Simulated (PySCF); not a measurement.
PySCF input (TPSSh/def2-TZVPD):

```python
from pyscf import gto, scf, dft

mol = gto.M(
    atom='''
    Te    0.01008701   -0.00336751    0.56904824
    Cl    1.11314988    1.34634042   -0.88237747
    Cl   -1.14400425   -1.33603980   -0.85824068
    ''',
    basis='def2-tzvpd',
    ecp='def2-tzvp',
    charge=1,
    spin=1,
    verbose=4,
)

mf = dft.UKS(mol, xc='tpssh').density_fit(auxbasis='def2-universal-jkfit')
mf.grids.level = 3
mf.conv_tol = 1e-9
mf.max_cycle = 100
mf.max_memory = 1500
mf.kernel()
if not mf.converged:
    mf = mf.newton()
    mf.kernel(mf.make_rdm1())
for _ in range(2):
    mo, _, stable, _ = mf.stability(return_status=True)
    if stable:
        break
    mf.kernel(mf.make_rdm1(mo, mf.mo_occ))
mf.analyze()
```

Output:

```
ECP def2-tzvp not found for  Cl
PySCF version 2.14.0

[INPUT] verbose = 4
[INPUT] num. atoms = 3
[INPUT] num. electrons = 57
[INPUT] charge = 1
[INPUT] spin (= nelec alpha-beta = 2S) = 1
[INPUT] symmetry False subgroup None
[INPUT] Mole.unit = angstrom
[INPUT] Symbol           X                Y                Z      unit          X                Y                Z       unit  Magmom
[INPUT]  1 Te     0.010087010000  -0.003367510000   0.569048240000 AA    0.019061686316  -0.006363671622   1.075345325266 Bohr   0.0
[INPUT]  2 Cl     1.113149880000   1.346340420000  -0.882377470000 AA    2.103548408792   2.544214664232  -1.667451756787 Bohr   0.0
[INPUT]  3 Cl    -1.144004250000  -1.336039800000  -0.858240680000 AA   -2.161854717838  -2.524749313519  -1.621839834160 Bohr   0.0

nuclear repulsion = 233.991151415449
number of shells = 51
number of NR pGTOs = 245
number of NR cGTOs = 151
basis = def2-tzvpd
ecp = def2-tzvp

******** <class 'pyscf.df.df_jk.DFUKS'> ********
method = DFUKS
initial guess = minao
damping factor = 0
level_shift factor = 0
DIIS = <class 'pyscf.scf.diis.CDIIS'>
diis_start_cycle = 1
diis_space = 8
diis_damp = 0
SCF conv_tol = 1e-09
SCF conv_tol_grad = None
SCF max_cycles = 100
direct_scf = False
number electrons alpha = 29  beta = 28
XC library pyscf.dft.libxc version 7.1.2
    S. Lehtola, C. Steigemann, M. J. T. Oliveira, and M. A. L. Marques,  SoftwareX 7, 1–5 (2018)
XC functionals = tpssh
    V. N. Staroverov, G. E. Scuseria, J. Tao, and J. P. Perdew,  J. Chem. Phys. 119, 12129 (2003)
radial grids:
    Treutler-Ahlrichs [JCP 102, 346 (1995); DOI:10.1063/1.469408] (M4) radial grids

becke partition: Becke, JCP 88, 2547 (1988); DOI:10.1063/1.454033
pruning grids: <function nwchem_prune>
grids dens level: 3
symmetrized grids: False
atomic radii adjust function: <function treutler_atomic_radii_adjust>
small_rho_cutoff = 0
Set gradient conv threshold to 3.16228e-05
tot grids = 59720
******** <class 'pyscf.df.df.DF'> ********
auxbasis = def2-universal-jkfit
init E= -1147.04435371944
  alpha nocc = 29  HOMO = -0.664475285812139  LUMO = -0.612612508099705
  beta  nocc = 28  HOMO = -0.678369736107739  LUMO = -0.664475285812142

WARN: HOMO -0.664475285812139 >= LUMO -0.664475285812142

cycle= 1 E= -1185.27636300499  delta_E= -38.2  |g|= 2.67  |ddm|=   20
[...]
  beta  nocc = 28  HOMO = -0.538823123317293  LUMO = -0.409128583376186
  HOMO = -0.476902044572  LUMO = -0.409128583376  gap/eV = 1.84421
Extra cycle  E= -1188.11914050207  delta_E= -7.96e-12  |g|= 2.87e-06  |ddm|= 6.65e-06
converged SCF energy = -1188.11914050207  <S^2> = 0.75313233  2S+1 = 2.0031299
uhf_internal: lowest eigs of H = [0.20362663 0.21418887 0.22314758]
<class 'pyscf.df.df_jk.DFUKS'> wavefunction is stable in the internal stability analysis
**** SCF Summaries ****
Total Energy =                       -1188.119140502074515
Nuclear Repulsion Energy =             233.991151415448627
One-electron Energy =                -2190.269194521041754
Two-electron Energy =                  768.158902603518641
Two-electron Coulomb Energy =          845.122747237131534
DFT Exchange-Correlation Energy =      -76.963844633612936
HOMO-LUMO gap [eV] =                     1.844209814501908
**** MO energy ****
                             alpha | beta                alpha | beta
MO #1   energy= -101.627864216124  | -101.62674440867   occ= 1 | 1
MO #2   energy= -101.627862519711  | -101.626742699392  occ= 1 | 1
MO #3   energy= -9.62765160909394  | -9.62676366481125  occ= 1 | 1
MO #4   energy= -9.62764985744788  | -9.62676219654927  occ= 1 | 1
MO #5   energy= -7.37482496343531  | -7.37450634773091  occ= 1 | 1
MO #6   energy= -7.37482211630281  | -7.37450345717342  occ= 1 | 1
MO #7   energy= -7.36840258940981  | -7.36562944253518  occ= 1 | 1
MO #8   energy= -7.36840101678591  | -7.36562666895083  occ= 1 | 1
MO #9   energy= -7.3661559118073   | -7.36498770220793  occ= 1 | 1
MO #10  energy= -7.36615315999159  | -7.36498618819051  occ= 1 | 1
MO #11  energy= -6.52284860320083  | -6.52029773543929  occ= 1 | 1
MO #12  energy= -4.66797031987615  | -4.66706758338789  occ= 1 | 1
MO #13  energy= -4.66503359464915  | -4.66418662622941  occ= 1 | 1
MO #14  energy= -4.66311216222092  | -4.65733846745212  occ= 1 | 1
MO #15  energy= -1.88909103780696  | -1.88834509257769  occ= 1 | 1
MO #16  energy= -1.88831348348896  | -1.8871212357495   occ= 1 | 1
MO #17  energy= -1.88592872492727  | -1.88074135224518  occ= 1 | 1
MO #18  energy= -1.88356528431752  | -1.87823987825176  occ= 1 | 1
MO #19  energy= -1.88345845257489  | -1.87714010651935  occ= 1 | 1
MO #20  energy= -1.07547013192491  | -1.06811917954197  occ= 1 | 1
MO #21  energy= -1.03640950704395  | -1.03100486124646  occ= 1 | 1
MO #22  energy= -0.864004431461737 | -0.842103075302006 occ= 1 | 1
MO #23  energy= -0.649144527263771 | -0.645444558830119 occ= 1 | 1
MO #24  energy= -0.616891613897281 | -0.610198104546953 occ= 1 | 1
MO #25  energy= -0.599345491066007 | -0.574859915999517 occ= 1 | 1
MO #26  energy= -0.555425951843299 | -0.545852344739432 occ= 1 | 1
MO #27  energy= -0.54913220734149  | -0.539762810807293 occ= 1 | 1
MO #28  energy= -0.540409332051578 | -0.538823123317293 occ= 1 | 1
MO #29  energy= -0.476902044571674 | -0.409128583376186 occ= 1 | 0
MO #30  energy= -0.332494783541667 | -0.321989169455136 occ= 0 | 0
MO #31  energy= -0.329495243749321 | -0.320690840294673 occ= 0 | 0
MO #32  energy= -0.164838685926202 | -0.156462793029384 occ= 0 | 0
MO #33  energy= -0.12368821220874  | -0.11293483810127  occ= 0 | 0
MO #34  energy= -0.116831998948531 | -0.111667282240786 occ= 0 | 0
MO #35  energy= -0.109442759134691 | -0.107849139081977 occ= 0 | 0
MO #36  energy= -0.107955646601735 | -0.0969433088883788 occ= 0 | 0
MO #37  energy= -0.104708276682395 | -0.0937975561945092 occ= 0 | 0
MO #38  energy= -0.0994119563368464 | -0.0931687099616382 occ= 0 | 0
MO #39  energy= -0.0811724714181178 | -0.0797572414964308 occ= 0 | 0
MO #40  energy= -0.0761706518319816 | -0.0741911172891496 occ= 0 | 0
MO #41  energy= -0.0596629987703583 | -0.0587102369390348 occ= 0 | 0
MO #42  energy= -0.0565099641799114 | -0.0541878925554403 occ= 0 | 0
MO #43  energy= -0.0468299507544551 | -0.0455031960668247 occ= 0 | 0
MO #44  energy= -0.0400464172247905 | -0.0352775240230575 occ= 0 | 0
MO #45  energy= -0.0275334021697443 | -0.0259033234015051 occ= 0 | 0
MO #46  energy= -0.0152176594666467 | -0.011931946481873 occ= 0 | 0
MO #47  energy= -0.00975654199733444 | -0.00549977747598207 occ= 0 | 0
MO #48  energy= -0.00649699657335795 | -0.00366705093941666 occ= 0 | 0
MO #49  energy= 0.00798100730207421 | 0.0110958849319793 occ= 0 | 0
MO #50  energy= 0.0166252599722372 | 0.0245912642009517 occ= 0 | 0
MO #51  energy= 0.0352851833227288 | 0.0368020743305409 occ= 0 | 0
MO #52  energy= 0.0368290381215168 | 0.0430993979903463 occ= 0 | 0
MO #53  energy= 0.0383367682837699 | 0.0481808051939234 occ= 0 | 0
MO #54  energy= 0.066309466283473  | 0.068231088104562  occ= 0 | 0
MO #55  energy= 0.067302433645128  | 0.069809354099462  occ= 0 | 0
MO #56  energy= 0.0673682202342724 | 0.0728605830465974 occ= 0 | 0
MO #57  energy= 0.0677766482977633 | 0.0757710522954653 occ= 0 | 0
MO #58  energy= 0.0856678851712941 | 0.0884884375818661 occ= 0 | 0
MO #59  energy= 0.100675495244503  | 0.119183261195419  occ= 0 | 0
MO #60  energy= 0.117856848815096  | 0.12217760432179   occ= 0 | 0
MO #61  energy= 0.157048274015373  | 0.172277143263488  occ= 0 | 0
MO #62  energy= 0.167417449578375  | 0.182335351891594  occ= 0 | 0
MO #63  energy= 0.177541834853407  | 0.182557947428753  occ= 0 | 0
MO #64  energy= 0.189478587279305  | 0.196081142516785  occ= 0 | 0
MO #65  energy= 0.212572076275841  | 0.214836912424853  occ= 0 | 0
MO #66  energy= 0.238734377015925  | 0.241659246281491  occ= 0 | 0
MO #67  energy= 0.258826459191144  | 0.263602235025414  occ= 0 | 0
MO #68  energy= 0.305176493405506  | 0.313863579029837  occ= 0 | 0
MO #69  energy= 0.319750720122233  | 0.32905045412585   occ= 0 | 0
MO #70  energy= 0.327326912324997  | 0.331026129953519  occ= 0 | 0
MO #71  energy= 0.339559990090598  | 0.344383254780127  occ= 0 | 0
MO #72  energy= 0.35930106293741   | 0.368794864301905  occ= 0 | 0
MO #73  energy= 0.365177234950165  | 0.371522920416035  occ= 0 | 0
MO #74  energy= 0.366949003504429  | 0.373004203833839  occ= 0 | 0
MO #75  energy= 0.385439302622716  | 0.390471423878973  occ= 0 | 0
MO #76  energy= 0.391818112050431  | 0.396039043128587  occ= 0 | 0
MO #77  energy= 0.396474157705587  | 0.403543173874009  occ= 0 | 0
MO #78  energy= 0.404430720247053  | 0.412378164021765  occ= 0 | 0
MO #79  energy= 0.40622889248454   | 0.412503288508798  occ= 0 | 0
MO #80  energy= 0.441435510406426  | 0.44381578986813   occ= 0 | 0
MO #81  energy= 0.452648204772817  | 0.454122102130629  occ= 0 | 0
MO #82  energy= 0.508450667693958  | 0.526801513654055  occ= 0 | 0
MO #83  energy= 0.560058624436145  | 0.566366277662695  occ= 0 | 0
MO #84  energy= 0.588636911358292  | 0.597501772603188  occ= 0 | 0
MO #85  energy= 0.594793294437128  | 0.604163387282653  occ= 0 | 0
MO #86  energy= 0.601051942342026  | 0.619414983717462  occ= 0 | 0
MO #87  energy= 0.60541276401606   | 0.626644801613139  occ= 0 | 0
MO #88  energy= 0.633250089771864  | 0.648559681362658  occ= 0 | 0
MO #89  energy= 0.701509339369807  | 0.707607267343824  occ= 0 | 0
MO #90  energy= 0.721319905865687  | 0.725886350905334  occ= 0 | 0
MO #91  energy= 0.785756959222299  | 0.805393417578023  occ= 0 | 0
MO #92  energy= 0.800930351844149  | 0.807683682901854  occ= 0 | 0
MO #93  energy= 0.809016543985154  | 0.813072583055191  occ= 0 | 0
MO #94  energy= 1.12297663308072   | 1.13965739026361   occ= 0 | 0
MO #95  energy= 1.13638728327979   | 1.14550436345292   occ= 0 | 0
MO #96  energy= 1.17285282190293   | 1.18968174192468   occ= 0 | 0
MO #97  energy= 1.17874374344783   | 1.19027223872685   occ= 0 | 0
MO #98  energy= 1.18429581125265   | 1.19596567166414   occ= 0 | 0
MO #99  energy= 1.21537393598219   | 1.2227873970307    occ= 0 | 0
MO #100 energy= 1.23805280472242   | 1.2424357726288    occ= 0 | 0
MO #101 energy= 1.67868210819167   | 1.68365572689843   occ= 0 | 0
MO #102 energy= 1.68213959413628   | 1.68705884876469   occ= 0 | 0
MO #103 energy= 1.69043445431114   | 1.69567096802846   occ= 0 | 0
MO #104 energy= 1.69286064726986   | 1.69704143957351   occ= 0 | 0
[...]
```
